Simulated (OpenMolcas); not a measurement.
InCNF2: a line through the functionals

InCNF2: 5 atoms, total charge 0, spin state singlet. SMILES: `N#[C][In]([F])[F]`. The shape is that of a PBE0-D4/def2-TZVP optimisation.

The HOMO–LUMO gap y, in eV, basis def2-SVPD with a core potential; a is the functional's share of exact exchange. Programs: OpenMolcas 26.06.

```
functional     program     a  y (eV)
      TPSS  OpenMolcas     0    5.50
    revPBE  OpenMolcas     0    5.26
     B3LYP  OpenMolcas   0.2       ?
      PBE0  OpenMolcas  0.25    7.96
     BHLYP  OpenMolcas   0.5   10.01
```

Q: Fit y = c + s·a to the known rows and predict B3LYP.

A: 
1. Means of the 4 rows: a = 0.1875, y = 7.183.
2. Σ(Δa)² = 0.17188, Σ(Δa·Δy) = 1.6081, so the slope is 1.6081/0.17188 = 9.3559.
3. Intercept: 7.183 − (9.3559) × 0.1875 = 5.429. The largest residual of the fit is 0.19.
4. B3LYP: 5.429 + (9.3559) × 0.2 = 7.30 eV.

The run gave 7.28 eV, so the prediction is off by +0.02 eV, within the largest residual. Exact exchange lowers occupied levels and raises empty ones. The rows mix families of semi-local functionals, which the line can't see.
